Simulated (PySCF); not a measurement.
FGa, charge +1, doublet (typed; the unrestricted solution is spin-contaminated), geometry from GFN2-xTB (such geometries of metal compounds can be far from the true shape) (a state made from the parent by changing its charge; the spin is typed, not shown lowest), with bond 2-1 at 2.2 times its length; PySCF with B3LYP/cc-pVDZ.

PySCF was given this input:
```python
from pyscf import gto, scf, dft

mol = gto.M(
    atom='''
Ga   -0.00000000   -0.00000000   -0.41893312
F     0.00000000    0.00000000    3.67730181
''',
    basis='cc-pvdz',
    charge=1,
    spin=1,
    verbose=4,
)

mf = dft.UKS(mol)
mf.xc = 'b3lyp'
mf.kernel()
mo_i, mo_e, stable_i, stable_e = mf.stability(internal=True, external=False, return_status=True, nroots=6, tol=1e-6)
print('internally stable:', stable_i, ' externally stable:', stable_e)
if not stable_i:
    umf = mf.copy()
    umf.scf_summary = {}
    umf.kernel(umf.make_rdm1(mo_i, mf.mo_occ))
```

The log (banner, timings and long lists left out):

```
PySCF version 2.14.0

[INPUT] verbose = 4
[INPUT] num. atoms = 2
[INPUT] num. electrons = 39
[INPUT] charge = 1
[INPUT] spin (= nelec alpha-beta = 2S) = 1
[INPUT] symmetry False subgroup None
[INPUT] Mole.unit = angstrom
[INPUT] Symbol           X                Y                Z      unit          X                Y                Z       unit  Magmom
[...]
nuclear repulsion = 36.042962469118
number of shells = 11
number of NR pGTOs = 103
number of NR cGTOs = 41
basis = cc-pvdz
ecp = {}

******** <class 'pyscf.dft.uks.UKS'> ********
method = UKS
initial guess = minao
damping factor = 0
level_shift factor = 0
DIIS = <class 'pyscf.scf.diis.CDIIS'>
diis_start_cycle = 1
diis_space = 8
diis_damp = 0
SCF conv_tol = 1e-09
SCF conv_tol_grad = None
SCF max_cycles = 50
direct_scf = True
direct_scf_tol = 1e-13
number electrons alpha = 20  beta = 19
XC library pyscf.dft.libxc version 7.1.2
    S. Lehtola, C. Steigemann, M. J. T. Oliveira, and M. A. L. Marques,  SoftwareX 7, 1–5 (2018)
XC functionals = b3lyp
    P. J. Stephens, F. J. Devlin, C. F. Chabalowski, and M. J. Frisch,  J. Phys. Chem. 98, 11623 (1994)
radial grids:
    Treutler-Ahlrichs [JCP 102, 346 (1995); DOI:10.1063/1.469408] (M4) radial grids

becke partition: Becke, JCP 88, 2547 (1988); DOI:10.1063/1.454033
pruning grids: <function nwchem_prune>
grids dens level: 3
symmetrized grids: False
atomic radii adjust function: <function treutler_atomic_radii_adjust>
small_rho_cutoff = 0
Set gradient conv threshold to 3.16228e-05
tot grids = 35168
init E= -2023.93009669372

cycle= 1 E= -2023.72394059138  delta_E= 0.206  |g|= 0.695  |ddm|= 0.737
cycle= 2 E= -2011.60887434726  delta_E= 12.1  |g|= 1.97  |ddm|= 2.69
cycle= 3 E= -2023.72319092259  delta_E= -12.1  |g|= 0.73  |ddm|= 2.63
cycle= 4 E= -2023.70684962238  delta_E= 0.0163  |g|= 0.766  |ddm|= 0.0285
cycle= 5 E= -2012.1509586077  delta_E= 11.6  |g|= 1.71  |ddm|= 2.48
cycle= 6 E= -2012.28643691084  delta_E= -0.135  |g|= 1.69  |ddm|= 0.103
cycle= 7 E= -2012.25564814399  delta_E= 0.0308  |g|= 1.69  |ddm|= 0.0231
cycle= 8 E= -2012.28703165114  delta_E= -0.0314  |g|= 1.69  |ddm|= 0.0244
cycle= 9 E= -2012.2852523737  delta_E= 0.00178  |g|= 1.69  |ddm|= 0.00801
cycle= 10 E= -2023.50948770347  delta_E= -11.2  |g|=  1.1  |ddm|= 2.48
cycle= 11 E= -2011.98843823938  delta_E= 11.5  |g|= 1.71  |ddm|= 2.58
cycle= 12 E= -2012.13752830344  delta_E= -0.149  |g|= 1.68  |ddm|= 0.157
cycle= 13 E= -2022.30339228988  delta_E= -10.2  |g|= 2.05  |ddm|= 2.81
cycle= 14 E= -2012.11684132844  delta_E= 10.2  |g|= 1.68  |ddm|= 2.87
cycle= 15 E= -2012.10792980426  delta_E= 0.00891  |g|= 1.68  |ddm|= 0.0234
cycle= 16 E= -2012.11425553744  delta_E= -0.00633  |g|= 1.68  |ddm|= 0.0216
cycle= 17 E= -2012.09146779528  delta_E= 0.0228  |g|= 1.67  |ddm|= 0.084
cycle= 18 E= -2012.07619679805  delta_E= 0.0153  |g|= 1.68  |ddm|= 0.0272
cycle= 19 E= -2019.54635542069  delta_E= -7.47  |g|= 2.44  |ddm|= 3.47
cycle= 20 E= -2019.49185654691  delta_E= 0.0545  |g|= 2.45  |ddm|= 0.0887
cycle= 21 E= -2020.29502574525  delta_E= -0.803  |g|= 2.52  |ddm|= 0.813
cycle= 22 E= -2019.49453462825  delta_E=  0.8  |g|= 2.46  |ddm|= 0.673
cycle= 23 E= -2019.4808525775  delta_E= 0.0137  |g|= 2.46  |ddm|= 0.0193
cycle= 24 E= -2019.63365057519  delta_E= -0.153  |g|= 2.49  |ddm|= 0.224
cycle= 25 E= -2019.66048530956  delta_E= -0.0268  |g|= 2.49  |ddm|= 0.0447
cycle= 26 E= -2021.13506099345  delta_E= -1.47  |g|= 2.41  |ddm|= 1.09
cycle= 27 E= -1999.08262081972  delta_E= 22.1  |g|= 1.38  |ddm|= 7.82
cycle= 28 E= -1940.69036535066  delta_E= 58.4  |g|= 4.99  |ddm|= 11.9

cycle= 29 E= -1959.55880599084  delta_E= -18.9  |g|= 3.26  |ddm|= 3.42
cycle= 30 E= -2018.35284687911  delta_E= -58.8  |g|=  2.6  |ddm|=  8.2
cycle= 31 E= -2018.30385225341  delta_E= 0.049  |g|= 2.61  |ddm|= 0.202
cycle= 32 E= -2018.32340492228  delta_E= -0.0196  |g|= 2.61  |ddm|= 0.537
cycle= 33 E= -2018.42634240258  delta_E= -0.103  |g|= 2.61  |ddm|= 0.323
cycle= 34 E= -2018.24065674854  delta_E= 0.186  |g|= 2.61  |ddm|= 0.33
[...]
SCF not converged.
<class 'pyscf.dft.uks.UKS'> wavefunction has an internal instability
internally stable: False  externally stable: None
[...]

becke partition: Becke, JCP 88, 2547 (1988); DOI:10.1063/1.454033
pruning grids: <function nwchem_prune>
grids dens level: 3
symmetrized grids: False
atomic radii adjust function: <function treutler_atomic_radii_adjust>
small_rho_cutoff = 0
Set gradient conv threshold to 3.16228e-05
init E= -1969.76482404052
cycle= 1 E= -1996.7611122165  delta_E=  -27  |g|= 1.15  |ddm|=   10

cycle= 2 E= -1708.45856816978  delta_E=  288  |g|= 4.11  |ddm|= 11.3

cycle= 3 E= -1899.51435130291  delta_E= -191  |g|= 3.39  |ddm|= 3.48

cycle= 4 E= -1959.2372445525  delta_E= -59.7  |g|= 2.72  |ddm|= 2.46
cycle= 5 E= -1959.39779194761  delta_E= -0.161  |g|= 2.79  |ddm|= 0.516
cycle= 6 E= -1959.41398893053  delta_E= -0.0162  |g|= 2.77  |ddm|= 0.168
cycle= 7 E= -1959.47956336101  delta_E= -0.0656  |g|= 2.75  |ddm|= 0.427
cycle= 8 E= -1959.53186886155  delta_E= -0.0523  |g|= 2.75  |ddm|= 0.317
cycle= 9 E= -1959.50924899685  delta_E= 0.0226  |g|= 2.76  |ddm|= 0.0401
cycle= 10 E= -1996.69794863444  delta_E= -37.2  |g|=  1.2  |ddm|= 10.4

cycle= 11 E= -2017.95425367074  delta_E= -21.3  |g|= 2.66  |ddm|= 5.95
cycle= 12 E= -2020.29365092141  delta_E= -2.34  |g|= 2.71  |ddm|= 1.67
cycle= 13 E= -1984.07156547707  delta_E= 36.2  |g|= 2.91  |ddm|=  4.8
cycle= 14 E= -1984.09062957595  delta_E= -0.0191  |g|= 2.89  |ddm|= 0.169
cycle= 15 E= -1984.14233600458  delta_E= -0.0517  |g|= 2.89  |ddm|= 0.966
cycle= 16 E= -2018.36600187342  delta_E= -34.2  |g|= 2.59  |ddm|= 4.46
cycle= 17 E= -1983.93306987159  delta_E= 34.4  |g|= 2.95  |ddm|= 4.49
cycle= 18 E= -1938.96828852871  delta_E=   45  |g|= 5.75  |ddm|= 7.83
cycle= 19 E= -1997.11049708644  delta_E= -58.1  |g|= 1.24  |ddm|= 10.6
cycle= 20 E= -1959.00436091663  delta_E= 38.1  |g|= 3.52  |ddm|= 10.1
cycle= 21 E= -1959.49295345151  delta_E= -0.489  |g|=  3.3  |ddm|= 0.354
cycle= 22 E= -1959.75065915276  delta_E= -0.258  |g|= 3.27  |ddm|= 0.342
cycle= 23 E= -1959.73863838967  delta_E= 0.012  |g|= 3.27  |ddm|= 0.561
cycle= 24 E= -1959.73551303079  delta_E= 0.00313  |g|= 3.27  |ddm|= 0.0495
cycle= 25 E= -1959.43045325676  delta_E= 0.305  |g|= 2.85  |ddm|= 0.672

cycle= 26 E= -2018.23639456904  delta_E= -58.8  |g|= 2.67  |ddm|=  8.3
cycle= 27 E= -2021.64166469169  delta_E= -3.41  |g|= 2.36  |ddm|= 1.92
cycle= 28 E= -1996.96146760672  delta_E= 24.7  |g|= 1.19  |ddm|= 4.93
cycle= 29 E= -2021.21890553048  delta_E= -24.3  |g|=  2.5  |ddm|= 5.08
cycle= 30 E= -2021.24294377439  delta_E= -0.024  |g|= 2.49  |ddm|= 0.0165

cycle= 31 E= -2019.22450583529  delta_E= 2.02  |g|= 2.65  |ddm|=  1.5

cycle= 32 E= -2018.75333560952  delta_E= 0.471  |g|= 2.58  |ddm|= 0.533
cycle= 33 E= -1960.01465630452  delta_E= 58.7  |g|=  3.6  |ddm|= 8.13
cycle= 34 E= -1941.601353141  delta_E= 18.4  |g|= 4.79  |ddm|= 3.46
cycle= 35 E= -1957.64877656843  delta_E=  -16  |g|= 4.82  |ddm|=    3
cycle= 36 E= -1956.29725405303  delta_E= 1.35  |g|= 5.57  |ddm|= 0.399
cycle= 37 E= -1997.4219805438  delta_E= -41.1  |g|= 1.26  |ddm|= 9.95
cycle= 38 E= -1959.83598477467  delta_E= 37.6  |g|= 3.23  |ddm|= 9.79
cycle= 39 E= -2021.69391589974  delta_E= -61.9  |g|= 2.35  |ddm|= 8.57
cycle= 40 E= -2022.13467314252  delta_E= -0.441  |g|= 2.16  |ddm|= 0.332
cycle= 41 E= -2011.34994887992  delta_E= 10.8  |g|= 1.64  |ddm|= 3.28
cycle= 42 E= -2023.26733584513  delta_E= -11.9  |g|= 1.38  |ddm|= 3.09
cycle= 43 E= -2011.9441923478  delta_E= 11.3  |g|= 1.71  |ddm|= 2.67
cycle= 44 E= -2011.95597411556  delta_E= -0.0118  |g|= 1.71  |ddm|= 0.0149
cycle= 45 E= -2012.02551778487  delta_E= -0.0695  |g|= 1.67  |ddm|= 0.191
cycle= 46 E= -2011.7739612549  delta_E= 0.252  |g|= 1.77  |ddm|= 0.25
cycle= 47 E= -2011.93247054014  delta_E= -0.159  |g|= 1.72  |ddm|= 0.343
cycle= 48 E= -2011.84786090428  delta_E= 0.0846  |g|= 1.71  |ddm|= 0.756
cycle= 49 E= -2022.28482966006  delta_E= -10.4  |g|= 2.08  |ddm|=    3
cycle= 50 E= -2023.09005400694  delta_E= -0.805  |g|= 1.56  |ddm|= 0.816
SCF not converged.
SCF energy = -2023.09005400694 after 50 cycles  <S^2> = 0.75012336  2S+1 = 2.0001234
```

Convergence was not reached.
